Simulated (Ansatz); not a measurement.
Born–Oppenheimer molecular dynamics of CH4BBrFN (9 atoms, charge 0, multiplicity 1). It starts at the highest image of a converged band, a first-order saddle point between two minima.

Level of theory: RKS PBE0/def2-SVP (Ansatz 0.2.0).

```json
{
  "ensemble": "NVE (velocity Verlet)",
  "time step": "0.5 fs",
  "steps asked": "200",
  "starting velocities drawn for": "100 K",
  "seed": "5312"
}
```

First frame:

```xyz
9
Properties=species:S:1:pos:R:3
B -0.534 -1.307 0.096
Br 1.800 -1.803 -1.430
N -0.090 -0.103 0.037
C -0.238 1.278 0.375
H 0.957 -0.586 -0.693
F -1.082 -2.454 0.228
H 0.623 1.622 0.968
H -1.153 1.460 0.958
H -0.283 1.893 -0.537
```

(1) What does the run give?

(2) What happens to the structure?

(3) How do temperature and energy run in time?

Answers

(1) All steps were run.

```json
{
 "steps done": "200",
 "time covered": "100 fs",
 "mean temperature over the second half": "1955 K",
 "spread of the potential energy over the second half": "65.6 meV per atom",
 "mean potential energy of the second half above the start": "-186.6 meV per atom"
}
```

The conserved energy stayed within 0.21 meV per atom of its start (net change 0.049 meV per atom), so the integration is sound. The system heated up, since it started high on the potential surface and ran downhill. A run of 0.1 ps of so small a system gives no equilibrium averages. The orbitals stay closed-shell, which can raise the energy where a bond breaks towards radicals; this wasn't checked here.

(2) The step under study would form Br2–H5 and break B1–Br2, N3–H5. These pairs go: Br2–H5 1.65 → 3.90 Å, B1–Br2 2.83 → 1.97 Å, N3–H5 1.36 → 0.97 Å. In the last frame they stand as before the step (other bonds may differ from the relaxed reactants and products). It ends as one piece, CH4BBrFN. Pairs count as bonded within 1.25 times the sum of covalent radii (0.12 Å more for H–H). This is one draw of velocities; another would differ in detail.

(3) 
```
time (fs)  T (K)  potential energy less start (eV)  conserved less start (meV/atom)
      0.0    100                             0.000                             0.00
      5.0     66                             0.031                             0.01
     10.0    118                            -0.016                             0.03
     15.0    339                            -0.217                            -0.01
     20.0    586                            -0.440                            -0.01
     25.0    969                            -0.787                            -0.08
     30.0   1309                            -1.094                            -0.02
     35.0   1399                            -1.175                             0.02
     40.0   1737                            -1.481                             0.06
     45.0   2342                            -2.028                             0.06
     50.0   2713                            -2.364                             0.05
     55.0   2894                            -2.527                             0.03
     60.0   2911                            -2.544                            -0.01
     65.0   2605                            -2.268                            -0.16
     70.0   1750                            -1.494                            -0.07
     75.0   1461                            -1.233                            -0.12
     80.0   1626                            -1.383                            -0.19
     85.0   1565                            -1.326                            -0.05
     90.0   1561                            -1.322                            -0.04
     95.0   1263                            -1.052                             0.03
    100.0   1106                            -0.910                             0.05
```

The run took 10 min on 2 threads of Arm Neoverse V1 (shared host), peak memory 0.25 GiB.
